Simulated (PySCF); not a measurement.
Species: `O(C)[Si@H](P)[SiH2]CC#CC#C`. The columns A, B, C and D hold Mulliken, IAO, Hirshfeld and ESP-fitted charges (e) of one PBE0/pcSseg-1 density (PySCF), in a shuffled order. Coordinates in Å (GFN2-xTB); the density's dipole moment is (-0.78, -0.48, -0.65) D.

| atom | x | y | z | A | B | C | D |
| --- | --- | --- | --- | --- | --- | --- | --- |
| C1 | 3.598 | 2.913 | 1.085 | -0.213 | -0.414 | -0.088 | -0.462 |
| C2 | 3.126 | 1.966 | 0.510 | -0.028 | +0.217 | -0.042 | +0.205 |
| C3 | 2.568 | 0.903 | -0.126 | -0.091 | +0.073 | -0.059 | -0.281 |
| C4 | 2.065 | -0.030 | -0.707 | +0.002 | -0.130 | -0.011 | +0.052 |
| C5 | 1.433 | -1.150 | -1.343 | -0.531 | -0.473 | -0.134 | -0.203 |
| Si6 | 0.347 | -2.119 | -0.076 | +0.465 | +0.348 | +0.256 | +0.079 |
| Si7 | -1.346 | -0.779 | 0.760 | +0.692 | +0.547 | +0.279 | +0.497 |
| P8 | -0.987 | 1.332 | 1.474 | -0.121 | -0.260 | -0.024 | -0.436 |
| O9 | -2.291 | -0.703 | -0.568 | -0.642 | -0.645 | -0.231 | -0.354 |
| C10 | -3.408 | 0.111 | -0.763 | -0.197 | -0.014 | -0.034 | -0.090 |
| H11 | 4.016 | 3.736 | 1.581 | +0.209 | +0.054 | +0.096 | +0.318 |
| H12 | 0.810 | -0.790 | -2.166 | +0.182 | +0.182 | +0.061 | +0.116 |
| H13 | 2.199 | -1.802 | -1.771 | +0.184 | +0.184 | +0.064 | +0.148 |
| H14 | -0.093 | -3.333 | -0.779 | -0.096 | -0.050 | -0.070 | -0.044 |
| H15 | 1.253 | -2.548 | 0.999 | -0.108 | -0.049 | -0.081 | -0.047 |
| H16 | -2.109 | -1.364 | 1.885 | -0.139 | -0.067 | -0.090 | -0.095 |
| H17 | -0.141 | 1.689 | 0.440 | +0.006 | +0.080 | -0.013 | +0.177 |
| H18 | 0.065 | 1.010 | 2.307 | +0.009 | +0.076 | -0.005 | +0.149 |
| H19 | -3.620 | 0.150 | -1.832 | +0.154 | +0.120 | +0.050 | +0.097 |
| H20 | -3.219 | 1.123 | -0.393 | +0.129 | +0.113 | +0.034 | +0.094 |
| H21 | -4.273 | -0.299 | -0.237 | +0.136 | +0.106 | +0.044 | +0.078 |

Which column most likely holds the ESP-fitted charges?

D. Σ q r misses the density's dipole by 0.11 D (D), 0.62 D (C), 2.23 D (A), 4.54 D (B). Charges fitted to the outside potential are the only set here that is tied to the molecule's multipoles.

And the Hirshfeld charges?

C. The mean sizes are 0.084 e (C), 0.192 e (D), 0.200 e (B), 0.206 e (A), and Hirshfeld charges are commonly the smallest of these schemes.

As computed, A = IAO, B = Mulliken, C = Hirshfeld, D = ESP-fitted. Hydrogens on carbon: IAO +0.13 to +0.21, Mulliken +0.05 to +0.18, Hirshfeld +0.03 to +0.10, ESP-fitted +0.08 to +0.32 e.

The IAO scheme projects the occupied orbitals on a minimal set of polarised atomic orbitals and counts the electrons in each atom's part of it. The ESP scheme is a least-squares fit of atom-centred charges to the potential on four shells outside the van der Waals surface, with the total charge fixed.

Isolated species at its GFN2-xTB geometry (one conformer only).

The values belong to the conformer `[CH:1]#[C:2][C:3]#[C:4][CH2:5][SiH2:6][Si@@H:7]([PH2:8])[O:9][CH3:10]`: C4–C5–Si6–Si7 62°, C5–Si6–Si7–P8 -46°, Si6–Si7–O9–C10 -171°, H–P8–Si7–Si6 42°, H–P8–Si7–Si6 -51°.
